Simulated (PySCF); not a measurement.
CH₅FS₂Si, SMILES C[Si](F)(S)S. Geometry: PBE0-D3(BJ)/def2-SVP. This is a generated structure with no PubChem entry under its InChIKey; it may be hypothetical. One conformer was computed; it need not be the lowest.

Computed with PBE0-D3(BJ)/def2-SVP (PySCF).

Harmonic wavenumbers (cm⁻¹): 128, 141, 165, 174, 211, 244, 254, 281, 455, 559, 684, 731, 757, 790, 822, 921, 1270, 1420, 1422, 2717, 2718, 3064, 3173, 3179. Rotational constants (GHz): 2.623, 1.821, 1.542; symmetry number 1.

Q: Work out the zero-point energy and the ideal-gas rigid-rotor harmonic-oscillator thermochemistry at 298.15 K and 1 atm.

A: ZPE = ½ Σ hcν = ½ × 26278 cm⁻¹ = 157.18 kJ/mol. H − E(el) = 181.57 kJ/mol. Entropy in J/(mol K): translation 169.28, rotation 117.86, vibration 85.53, total 372.68. G − E(el) = 70.45 kJ/mol. Cp = 123.64 J/(mol K). Modes under 150 cm⁻¹ make the vibrational entropy uncertain.
